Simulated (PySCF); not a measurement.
Nonlinear optical response: `SC1=CC=C(N)C=C1`, C6H7NS

Cartesian coordinates in Å; atom numbers follow the order of the lines, from 1:
```xyz
15

N    -2.6189    0.1900   -0.0271
C    -1.2424    0.0613   -0.0061
C    -0.4097    1.1783    0.1655
C     0.9723    1.0433    0.2369
C     1.5766   -0.2137    0.1402
S     3.3278   -0.4685    0.2181
C     0.7521   -1.3315   -0.0309
C    -0.6286   -1.1982   -0.1031
H    -2.9773    1.1023   -0.2761
H    -3.1300   -0.5655   -0.4642
H    -0.8545    2.1738    0.2481
H     1.5856    1.9384    0.3689
H     3.6652    0.8248    0.3968
H     1.1960   -2.3272   -0.1108
H    -1.2475   -2.0903   -0.2336
```

Method: quadratic response CAM-B3LYP/aug-cc-pVDZ first hyperpolarisability, Taylor convention, gas phase (PySCF). Geometry: PBE0-D3(BJ)/def2-SVP.

Task: Give β for the processes computed.

Result: In au, Taylor convention; the vector part is βᵢ = ⅓ Σⱼ (βᵢⱼⱼ + βⱼᵢⱼ + βⱼⱼᵢ); β∥ is 3/5 of the vector part along the dipole, the dipole points from − to +:
```tsv
process	λ (nm)	β vector norm	β∥	β HRS	depolarisation ratio
static β(0;0,0)	∞	224.8	120.8	91.4	5.32
second harmonic β(−2ω;ω,ω)	1907	235.4	126.3	96.0	5.22
Pockels β(−ω;ω,0)	1907	228.2	122.6	–	–
second harmonic β(−2ω;ω,ω)	1064	262.3	139.9	107.7	4.92
Pockels β(−ω;ω,0)	1064	236.2	126.7	–	–
```

Task: Which lowest excitations, dipole and polarisabilities go with it?

Result: S1 4.37 eV (f = 0.032); S2 4.55 eV (f = 0.003); S3 4.73 eV (f = 0.016); dipole 2.65 D; isotropic α 104.7 au static, 105.2 au at 1907 nm, 106.3 au at 1064 nm, 106.7 au at 953.5 nm, 112.1 au at 532 nm.
